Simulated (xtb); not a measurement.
HO2Si, SMILES O=[Si]=[OH+], charge +1. All values are semi-empirical tight-binding results from xtb (GFN2-xTB unless named), good for trends rather than for accurate numbers. The structure is a stationary point at GFN2-xTB. The isomer is the one that the SMILES or the coordinates give; other isomers of the formula were not compared.

Computed properties:
The point group as xtb finds it comes out as Cs and the orbital gap is 6.62 eV. The zero-point energy is 10.1 kcal/mol, the G − E(el) at 298.15 K (modified RRHO) is -4.5 kcal/mol and the static polarisability (D4 model) is 40.0 bohr³. The solvation energy, GFN2-xTB/ALPB(water) is -66.5 kcal/mol. The solvation energy, GFN2-xTB/ALPB(hexane) is -30.7 kcal/mol.
